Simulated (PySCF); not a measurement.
Molecule: trimethylborane, C$_{3}$H$_{9}$B.

Cartesian coordinates in Å; atom numbers follow the order of the lines, from 1:
```xyz
13

C    -0.2951    1.5534    0.0995
B    -0.0066    0.0063    0.0797
C     1.4708   -0.5221    0.2197
C    -1.1871   -1.0222   -0.0751
H     0.3895    2.1042   -0.5673
H    -0.0556    1.9176    1.1174
H    -1.3324    1.8446   -0.1220
H     2.2567    0.2432    0.1386
H     1.6792   -1.3315   -0.5007
H     1.5630   -0.9972    1.2149
H    -1.4255   -1.0391   -1.1575
H    -0.9505   -2.0567    0.2156
H    -2.1153   -0.6995    0.4231
```

Geometry PBE0-D3(BJ)/def2-SVP throughout; GIAO in PySCF 2.14.0 with density-fitted response routines, gas phase, one conformer, non-relativistic; equivalent atoms averaged; basis pcSseg-2.

(1) How do the absolute shieldings σ depend on the functional? (ppm; last column core-seconds on shared hosts with different chips, so compare them loosely)

(2) Which nucleus moves most, in ppm?

Results:

(1) 
```tsv
functional	kind	C1/C3/C4	B2	H5/H6/H7/H8/H9/H10/H11/H12/H13	core-s
HF	Hartree–Fock	177.2	31.6	30.94	11
LDA	LDA	162.2	-5.6	29.85	35
PBE	GGA	162.7	1.3	30.30	41
BLYP	GGA	159.1	-0.6	30.53	43
BP86	GGA	162.6	3.1	30.37	50
OPBE	GGA	168.5	12.3	30.33	51
KT2	GGA	166.4	12.4	30.35	56
KT3	GGA	166.5	15.0	30.54	44
B97-D	GGA	164.0	11.7	30.58	44
B3LYP	global hybrid	163.4	5.5	30.57	34
PBE0	global hybrid	167.9	9.1	30.40	38
mPW1PW91	global hybrid	167.4	9.6	30.46	42
WP04	global hybrid	158.2	6.2	30.88	44
B97-2	global hybrid	168.2	13.8	30.55	43
BHandHLYP	global hybrid	169.0	14.5	30.66	42
CAM-B3LYP	range-separated hybrid	166.7	4.7	30.50	57
wB97X-D	range-separated hybrid	169.1	13.3	30.55	56
LC-wPBE	range-separated hybrid	171.9	5.4	30.45	64
```

(2) B2 (boron bonded to 3 C): from -5.6 ppm with LDA to 31.6 ppm with HF. The smallest spread is 1.09 ppm, at H5/H6/H7/H8/H9/H10/H11/H12/H13. Proton shifts span only some 12 ppm, so a few tenths of a ppm matter as much there as several ppm in carbon.
